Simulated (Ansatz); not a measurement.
**Nudged elastic band run: ClF₅H₄SiW**

Input file:

```yaml
crystal:
  periodic: [false, false, false]
  atoms:
    - { symbol: W, position_ang: [-0.508567, -0.510559, -0.140697] }
    - { symbol: Cl, position_ang: [-0.786784, -0.817319, 2.114073] }
    - { symbol: F, position_ang: [1.347165, -0.497908, 0.046674] }
    - { symbol: F, position_ang: [-0.54782, 1.343054, 0.063701] }
    - { symbol: F, position_ang: [-2.352241, -0.516179, -0.416814] }
    - { symbol: F, position_ang: [-0.463407, -2.351088, -0.433635] }
    - { symbol: F, position_ang: [-0.277786, -0.256093, -1.979984] }
    - { symbol: Si, position_ang: [2.584108, 2.665345, 1.560333] }
    - { symbol: H, position_ang: [4.017108, 2.380491, 1.91111] }
    - { symbol: H, position_ang: [2.383639, 2.471771, 0.084613] }
    - { symbol: H, position_ang: [2.241985, 4.081133, 1.929332] }
    - { symbol: H, position_ang: [1.693599, 1.727649, 2.326092] }
basis:
  gaussian: { orbitals: def2-SVP }
hamiltonian:
  xc: pbe
neb:
  order_check: false
  images: 7
  f_tol: 0.05
  max_iterations: 60
  final_atoms:
    - { symbol: W, position_ang: [0.22233935, 0.25734065, -0.4375861] }
    - { symbol: Cl, position_ang: [0.67259381, -7.676e-05, 3.71869023] }
    - { symbol: F, position_ang: [1.95498547, -0.4638736, -0.60374074] }
    - { symbol: F, position_ang: [-0.49053644, 1.89978873, -1.00522702] }
    - { symbol: F, position_ang: [-0.92128653, 0.63803045, 1.02137951] }
    - { symbol: F, position_ang: [-0.20379211, -1.47836263, 0.11938197] }
    - { symbol: F, position_ang: [0.19002958, -0.03124475, -2.28723502] }
    - { symbol: Si, position_ang: [1.8491758, 1.92208444, 0.76821533] }
    - { symbol: H, position_ang: [2.8409719, 1.17060814, 1.59841175] }
    - { symbol: H, position_ang: [2.52626198, 2.56428012, -0.41293973] }
    - { symbol: H, position_ang: [1.0802797, 2.94157516, 1.55526964] }
    - { symbol: H, position_ang: [-0.39002351, 0.30014705, 3.03017819] }
  initial_path:
    images:
      - { positions_ang: [[-0.508567, -0.510559, -0.140697], [-0.786784, -0.817319, 2.114073], [1.347165, -0.497908, 0.046674], [-0.54782, 1.343054, 0.063701], [-2.352241, -0.516179, -0.416814], [-0.463407, -2.351088, -0.433635], [-0.277786, -0.256093, -1.979984], [2.584108, 2.665345, 1.560333], [4.017108, 2.380491, 1.91111], [2.383639, 2.471771, 0.084613], [2.241985, 4.081133, 1.929332], [1.693599, 1.727649, 2.326092]] }
      - { positions_ang: [[-0.38166382, -0.38289596, -0.10523938], [-0.58935895, -0.6129368, 2.27083743], [1.47263471, -0.37347817, 0.03463555], [-0.41103314, 1.46981378, 0.04803933], [-2.22691885, -0.3870405, -0.31167382], [-0.34786425, -2.2257927, -0.3249231], [-0.20923139, -0.19206615, -1.94720417], [2.39497399, 2.47477178, 1.38901735], [3.73396944, 2.09737422, 1.84333399], [2.3906413, 2.49958172, -0.00588644], [1.96849285, 3.78057271, 1.87752141], [1.53635711, 1.57239307, 2.29633984]] }
      - { positions_ang: [[-0.25476064, -0.25523292, -0.06978177], [-0.39193391, -0.4085546, 2.42760187], [1.59810442, -0.24904834, 0.0225971], [-0.27424628, 1.59657357, 0.03237766], [-2.10159671, -0.257902, -0.20653363], [-0.2323215, -2.10049741, -0.21621119], [-0.14067678, -0.1280393, -1.91442434], [2.20583998, 2.28419856, 1.2177017], [3.45083088, 1.81425744, 1.77555799], [2.39764361, 2.52739244, -0.09638588], [1.69500071, 3.48001243, 1.82571082], [1.37911521, 1.41713714, 2.26658767]] }
      - { positions_ang: [[-0.12785746, -0.12756988, -0.03432415], [-0.19450886, -0.2041724, 2.5843663], [1.72357414, -0.12461851, 0.01055866], [-0.13745942, 1.72333335, 0.01671599], [-1.97627456, -0.12876351, -0.10139345], [-0.11677875, -1.97520211, -0.10749929], [-0.07212217, -0.06401244, -1.88164451], [2.01670597, 2.09362534, 1.04638605], [3.16769233, 1.53114066, 1.70778198], [2.40464591, 2.55520316, -0.18688531], [1.42150856, 3.17945214, 1.77390022], [1.22187332, 1.26188121, 2.23683551]] }
      - { positions_ang: [[-0.00095428, 9.316e-05, 0.00113347], [0.00291618, 0.00020979, 2.74113073], [1.84904385, -0.00018868, -0.00147979], [-0.00067256, 1.85009313, 0.00105432], [-1.85095242, 0.00037499, 0.00374673], [-0.00123601, -1.84990682, 0.00121262], [-0.00356756, 1.441e-05, -1.84886468], [1.82757196, 1.90305212, 0.8750704], [2.88455377, 1.24802388, 1.64000597], [2.41164821, 2.58301388, -0.27738475], [1.14801642, 2.87889185, 1.72208963], [1.06463143, 1.10662528, 2.20708335]] }
      - { positions_ang: [[0.05486912, 0.06440503, -0.10854642], [0.17033559, 0.00013815, 2.98552061], [1.87552925, -0.11610991, -0.15204503], [-0.12313853, 1.86251703, -0.25051601], [-1.61853594, 0.15978886, 0.25815492], [-0.05187503, -1.75702077, 0.03075496], [0.04483173, -0.00780038, -1.95845727], [1.83297292, 1.9078102, 0.84835663], [2.8736583, 1.22866994, 1.62960742], [2.44030165, 2.57833044, -0.3112735], [1.13108224, 2.89456268, 1.68038463], [0.7009677, 0.90500572, 2.41285706]] }
      - { positions_ang: [[0.11069253, 0.1287169, -0.21822631], [0.337755, 6.651e-05, 3.22991048], [1.90201466, -0.23203114, -0.30261027], [-0.2456045, 1.87494093, -0.50208635], [-1.38611947, 0.31920272, 0.51256312], [-0.10251406, -1.66413472, 0.06029729], [0.09323101, -0.01561517, -2.06804985], [1.83837388, 1.91256828, 0.82164286], [2.86276284, 1.20931601, 1.61920886], [2.4689551, 2.573647, -0.34516224], [1.11414806, 2.91023351, 1.63867963], [0.33730396, 0.70338616, 2.61863077]] }
      - { positions_ang: [[0.16651594, 0.19302877, -0.3279062], [0.5051744, -5.12e-06, 3.47430035], [1.92850007, -0.34795237, -0.4531755], [-0.36807047, 1.88736483, -0.75365668], [-1.153703, 0.47861658, 0.76697131], [-0.15315308, -1.57124868, 0.08983963], [0.14163029, -0.02342996, -2.17764244], [1.84377484, 1.91732636, 0.79492909], [2.85186737, 1.18996207, 1.60881031], [2.49760854, 2.56896356, -0.37905099], [1.09721388, 2.92590434, 1.59697464], [-0.02635977, 0.50176661, 2.82440448]] }
      - { positions_ang: [[0.22233935, 0.25734065, -0.4375861], [0.67259381, -7.676e-05, 3.71869023], [1.95498547, -0.4638736, -0.60374074], [-0.49053644, 1.89978873, -1.00522702], [-0.92128653, 0.63803045, 1.02137951], [-0.20379211, -1.47836263, 0.11938197], [0.19002958, -0.03124475, -2.28723502], [1.8491758, 1.92208444, 0.76821533], [2.8409719, 1.17060814, 1.59841175], [2.52626198, 2.56428012, -0.41293973], [1.0802797, 2.94157516, 1.55526964], [-0.39002351, 0.30014705, 3.03017819]] }
```

Launched with:

```bash
$ ansatz run input.yaml --threads 4 --pin off --max-ram 5120MiB --backend cpu --events-out ev --progress --plain --runs-dir out
```

Output, in part (warnings, iteration lines, the closing report on the highest movable image, with atoms numbered from 0):

```
NEB end point (image 0): max|allowed force component| = 8.338e-3 eV/Å (the criterion of neb.relax_end_points is 1.000e-2)
NEB end point (image 8): max|allowed force component| = 1.928e-2 eV/Å (the criterion of neb.relax_end_points is 1.000e-2)
NEB iter   1: max|band force component| = 2.561e1 eV/Å  barrier→ = 7.8555 eV  barrier← = 6.6520 eV  Δτ_max = 0.2000 Å  (691 SCF iters)
NEB iter   2: max|band force component| = 7.249e0 eV/Å  barrier→ = 3.1328 eV  barrier← = 1.9293 eV  Δτ_max = 0.2000 Å  (299 SCF iters)
NEB iter   3: max|band force component| = 3.843e0 eV/Å  barrier→ = 2.4224 eV  barrier← = 1.2189 eV  Δτ_max = 0.1985 Å  (279 SCF iters)
NEB iter   4: max|band force component| = 3.025e0 eV/Å  barrier→ = 2.1308 eV  barrier← = 0.9273 eV  Δτ_max = 0.2000 Å  (275 SCF iters)
NEB iter   5: max|band force component| = 1.292e0 eV/Å  barrier→ = 2.0741 eV  barrier← = 0.8707 eV  Δτ_max = 0.1955 Å  (260 SCF iters)
NEB iter   6: max|band force component| = 7.941e-1 eV/Å  barrier→ = 2.0557 eV  barrier← = 0.8522 eV  Δτ_max = 0.1941 Å  (262 SCF iters)
NEB iter   7: max|band force component| = 8.928e-1 eV/Å  barrier→ = 2.2665 eV  barrier← = 1.0630 eV  Δτ_max = 0.1001 Å  (254 SCF iters)
NEB iter   8: max|band force component| = 8.847e-1 eV/Å  barrier→ = 2.2420 eV  barrier← = 1.0385 eV  Δτ_max = 0.0503 Å  (249 SCF iters)
NEB iter   9: max|band force component| = 4.466e-1 eV/Å  barrier→ = 2.1768 eV  barrier← = 0.9734 eV  CI = image 4  Δτ_max = 0.1004 Å  (244 SCF iters)
NEB iter  10: max|band force component| = 3.131e-1 eV/Å  barrier→ = 2.1735 eV  barrier← = 0.9700 eV  CI = image 4  Δτ_max = 0.1010 Å  (247 SCF iters)
NEB iter  11: max|band force component| = 2.409e-1 eV/Å  barrier→ = 2.1484 eV  barrier← = 0.9449 eV  CI = image 4  Δτ_max = 0.1006 Å  (245 SCF iters)
NEB iter  12: max|band force component| = 2.490e-1 eV/Å  barrier→ = 2.1414 eV  barrier← = 0.9379 eV  CI = image 4  Δτ_max = 0.0503 Å  (244 SCF iters)
NEB iter  13: max|band force component| = 2.214e-1 eV/Å  barrier→ = 2.1314 eV  barrier← = 0.9279 eV  CI = image 4  Δτ_max = 0.0504 Å  (233 SCF iters)
NEB iter  14: max|band force component| = 1.829e-1 eV/Å  barrier→ = 2.1173 eV  barrier← = 0.9138 eV  CI = image 4  Δτ_max = 0.0504 Å  (235 SCF iters)
NEB iter  15: max|band force component| = 1.911e-1 eV/Å  barrier→ = 2.1027 eV  barrier← = 0.8992 eV  CI = image 4  Δτ_max = 0.0502 Å  (235 SCF iters)
NEB iter  16: max|band force component| = 1.700e-1 eV/Å  barrier→ = 2.0866 eV  barrier← = 0.8832 eV  CI = image 4  Δτ_max = 0.1004 Å  (234 SCF iters)
NEB iter  17: max|band force component| = 1.746e-1 eV/Å  barrier→ = 2.0514 eV  barrier← = 0.8480 eV  CI = image 4  Δτ_max = 0.1001 Å  (244 SCF iters)
NEB iter  18: max|band force component| = 2.252e-1 eV/Å  barrier→ = 2.0141 eV  barrier← = 0.8106 eV  CI = image 4  Δτ_max = 0.1010 Å  (234 SCF iters)
NEB iter  19: max|band force component| = 2.356e-1 eV/Å  barrier→ = 1.9775 eV  barrier← = 0.7740 eV  CI = image 4  Δτ_max = 0.1021 Å  (236 SCF iters)
NEB iter  20: max|band force component| = 2.255e-1 eV/Å  barrier→ = 1.9431 eV  barrier← = 0.7396 eV  CI = image 4  Δτ_max = 0.1007 Å  (254 SCF iters)
NEB iter  21: max|band force component| = 1.855e-1 eV/Å  barrier→ = 1.9139 eV  barrier← = 0.7104 eV  CI = image 4  Δτ_max = 0.2000 Å  (243 SCF iters)
NEB iter  22: max|band force component| = 1.509e-1 eV/Å  barrier→ = 1.8735 eV  barrier← = 0.6700 eV  CI = image 4  Δτ_max = 0.2000 Å  (245 SCF iters)
NEB iter  23: max|band force component| = 2.218e-1 eV/Å  barrier→ = 1.8575 eV  barrier← = 0.6540 eV  CI = image 4  Δτ_max = 0.0998 Å  (249 SCF iters)
NEB iter  24: max|band force component| = 1.927e-1 eV/Å  barrier→ = 1.8514 eV  barrier← = 0.6479 eV  CI = image 4  Δτ_max = 0.1985 Å  (237 SCF iters)
NEB iter  25: max|band force component| = 1.043e-1 eV/Å  barrier→ = 1.8486 eV  barrier← = 0.6451 eV  CI = image 4  Δτ_max = 0.1794 Å  (243 SCF iters)
NEB iter  26: max|band force component| = 1.031e-1 eV/Å  barrier→ = 1.8480 eV  barrier← = 0.6445 eV  CI = image 4  Δτ_max = 0.1957 Å  (242 SCF iters)
NEB iter  27: max|band force component| = 1.494e-1 eV/Å  barrier→ = 1.8471 eV  barrier← = 0.6436 eV  CI = image 4  Δτ_max = 0.0998 Å  (244 SCF iters)
NEB iter  28: max|band force component| = 7.385e-2 eV/Å  barrier→ = 1.8469 eV  barrier← = 0.6435 eV  CI = image 4  Δτ_max = 0.1534 Å  (233 SCF iters)
NEB iter  29: max|band force component| = 4.547e-2 eV/Å  barrier→ = 1.8465 eV  barrier← = 0.6430 eV  CI = image 4  Δτ_max = 0.0000 Å  (476 SCF iters)
Total energy: -35843.15529053 eV, -1317.2116615635 hartree
Atom 0 at     0.138953     0.133749    -0.097297 Å, force     0.006418    -0.009124     0.002337 eV/Å
Atom 1 at     0.713269    -0.840146     2.391470 Å, force    -0.007423    -0.011274     0.006487 eV/Å
Atom 2 at     1.872649    -0.546967    -0.267709 Å, force    -0.003976    -0.002670    -0.011104 eV/Å
Atom 3 at    -0.002153     1.883993    -0.838652 Å, force     0.008803     0.015947    -0.004337 eV/Å
Atom 4 at    -1.291072     0.765620     0.926458 Å, force     0.010359    -0.003997    -0.000979 eV/Å
Atom 5 at    -0.716068    -1.529491     0.070159 Å, force     0.001502    -0.005743     0.003798 eV/Å
Atom 6 at     0.000928    -0.216604    -1.931235 Å, force    -0.002614     0.001557     0.002652 eV/Å
Atom 7 at     1.668925     2.131467     1.151786 Å, force    -0.014434     0.004933     0.001832 eV/Å
Atom 8 at     2.570903     1.841926     2.329151 Å, force    -0.000439    -0.001980     0.000252 eV/Å
Atom 9 at     2.528567     2.438744    -0.035982 Å, force    -0.003967    -0.007804    -0.001478 eV/Å
Atom 10 at     0.697228     3.213841     1.500965 Å, force     0.002262     0.004120     0.001794 eV/Å
Atom 11 at     1.148870     0.444164     1.865684 Å, force     0.003508     0.016035    -0.001255 eV/Å
Dipole moment:     0.261930     0.279934     0.259337 e Å
```

The forces met the threshold. A structure lower than the first end lies on the path between it and the top, so the climb from that side starts below the end, which may itself be a saddle point or a shallow side well. Neighbouring images differ by up to 1.2 eV, so the band resolves the path poorly. A vibrational analysis at the climbing image gives one clearly imaginary mode, 356i cm⁻¹: a first-order saddle point. The orbitals stay closed-shell, which can raise the energy where a bond breaks towards radicals; this wasn't checked here.

Final band (atoms are numbered from 1 in the order of the input):

```csv
image,path coordinate (Å),energy (eV),W1–Cl2 (Å),Si8–H12 (Å),W1–Si8 (Å)
0,0.00,0.00,2.29,1.50,4.75
1,1.92,-0.01,2.29,1.50,4.83
2,3.84,0.15,2.29,1.50,4.39
3,5.76,0.61,2.33,1.51,3.74
4,7.69,1.85,2.73,1.90,2.81
5,9.29,1.33,3.59,2.79,2.64
6,10.90,1.28,4.21,4.19,2.62
7,12.51,1.25,4.19,4.00,2.62
8,14.12,1.20,4.19,3.57,2.62
```

Run time: 9.8 min on 4 threads of Arm Neoverse V1, with other jobs on the host, peak memory 0.26 GiB.
